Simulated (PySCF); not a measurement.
Compound: C7H5N.
Bonds: C1–N2 (triple), N2–C3, C3–C4 (aromatic), C4–C5 (aromatic), C5–C6 (aromatic), C6–C7 (aromatic), C7–C8 (aromatic), C3–C8 (aromatic). Hydrogens: H9 on C4; H10 on C5; H11 on C6; H12 on C7; H13 on C8.

The same species was optimised twice, with GFN2-xTB and with PBE0-D3(BJ)/def2-SVP (PySCF), and the same property calculations (PySCF, gas phase) were run on both structures.

```tsv
coordinate	GFN2-xTB	PBE0-D3(BJ)/def2-SVP	change
N2–C3 (Å)	1.361	1.377	+0.016
C4–C5 (Å)	1.382	1.391	+0.009
C7–C8 (Å)	1.382	1.391	+0.009
C5–C6 (Å)	1.386	1.395	+0.009
C1≡N2 (Å)	1.167	1.176	+0.009
C6–C7 (Å)	1.386	1.395	+0.009
C3–C8 (Å)	1.393	1.400	+0.007
C3–C4 (Å)	1.393	1.400	+0.007
C5–C6–C7 (°)	120.2	120.0	-0.2
C1–N2–C3 (°)	179.8	179.9	+0.1
C3–C8–C7 (°)	119.3	119.4	+0.1
C4–C5–C6 (°)	120.3	120.3	0.0
C3–C4–C5 (°)	119.3	119.4	+0.1
N2–C3–C8 (°)	119.7	119.7	0.0
C4–C3–C8 (°)	120.7	120.6	-0.1
C6–C7–C8 (°)	120.3	120.3	0.0
```

Rotational constants: A = 5731, B = 1668, C = 1292 MHz (GFN2-xTB) against A = 5665, B = 1640, C = 1272 MHz (PBE0-D3(BJ)/def2-SVP). Point groups within 0.08 Å: C2v and C2v.

On the GFN2-xTB structure: HOMO (eV) -7.61 [PBE0/pcSseg-1]; LUMO (eV) -1.35 [PBE0/pcSseg-1]; dipole (D) 3.90 [PBE0/pcSseg-1]; GIAO shielding of C1 (ppm) -8.0 [PBE0/pcSseg-1]; GIAO shielding of N2 (ppm) 62.6 [PBE0/pcSseg-1]; GIAO shielding of C3 (ppm) 55.4 [PBE0/pcSseg-1]; GIAO shielding of C4/C8 (mean) (ppm) 52.4 [PBE0/pcSseg-1]; GIAO shielding of C5/C7 (mean) (ppm) 51.8 [PBE0/pcSseg-1]; GIAO shielding of C6 (ppm) 53.0 [PBE0/pcSseg-1].

What do these properties become on the PBE0-D3(BJ)/def2-SVP structure?

```
                                    property          level  on GFN2-xTB  on PBE0-D3(BJ)/def2-SVP  change
                                   HOMO (eV)  PBE0/pcSseg-1        -7.61                    -7.61    0.00
                                   LUMO (eV)  PBE0/pcSseg-1        -1.35                    -1.39   -0.04
                                  dipole (D)  PBE0/pcSseg-1         3.90                     3.91   +0.01
energy, GFN2-xTB geometry as zero (kcal/mol)  PBE0/pcSseg-1          0.0                     -0.2    -0.2
                  GIAO shielding of C1 (ppm)  PBE0/pcSseg-1         -8.0                     -9.2    -1.2
                  GIAO shielding of N2 (ppm)  PBE0/pcSseg-1         62.6                     60.1    -2.5
                  GIAO shielding of C3 (ppm)  PBE0/pcSseg-1         55.4                     52.2    -3.2
        GIAO shielding of C4/C8 (mean) (ppm)  PBE0/pcSseg-1         52.4                     50.4    -2.0
        GIAO shielding of C5/C7 (mean) (ppm)  PBE0/pcSseg-1         51.8                     49.6    -2.2
                  GIAO shielding of C6 (ppm)  PBE0/pcSseg-1         53.0                     50.6    -2.4
```

The heavy atoms differ by 0.015 Å rms after alignment. Among bonds between heavy atoms N2–C3 changes most (+0.016 Å). Changes are differences of the printed values. Neither structure is proved a minimum here.
